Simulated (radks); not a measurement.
Charge is removed step by step from the 3s down level of Cl, starting from [Ne] 3s(up 1, down 1) 3p5. Method: scalar-relativistic Kohn-Sham, PBE, spin-polarised, spherical densities, finite nucleus; open shells are filled with parallel spins first; Fermi nuclear charge, rms radius 3.3654 fm; computed with a radial shooting solver on a logarithmic mesh with Libxc functionals.

| removed (e) | E - E(0) (eV) | eigenvalue (eV) | E minus straight line (eV) |
|---|---|---|---|
| 0 | 0.000 | -20.166 | 0.000 |
| 0.25 | 5.372 | -22.832 | -1.037 |
| 0.5 | 11.423 | -25.587 | -1.395 |
| 0.75 | 18.172 | -28.418 | -1.056 |
| 1 | 25.636 | -31.313 | 0.000 |

Removing the whole electron costs 25.636 eV by Delta-SCF, against 20.166 eV from minus the eigenvalue at the starting occupation. Slater's transition state (half an electron removed) gives 25.587 eV. Integrating minus the eigenvalue over the occupation (Janak's theorem) gives 25.638 eV. In this scalar-relativistic scheme the density is built from large components alone, so the theorem holds only approximately. The mean slope of the eigenvalue, de/dn, is 11.1 eV per electron.
